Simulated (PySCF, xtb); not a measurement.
ZnH, SMILES [ZnH+] (connectivity only; charge and spin as stated), charge +1, multiplicity 1.

GFN2-xTB run with xtb at its own geometry gives an orbital gap of 4.56 eV.

The structure is a stationary point at PBE0-D3(BJ)/def2-TZVPD. The spin state was assumed, not searched.

Task: What does PBE0/def2-TZVPD (PySCF) give? (An estimate is asked for; the answer gives what the named calculation found.)

Result: gap 6.39 eV (levels -16.58 and -10.19 eV).
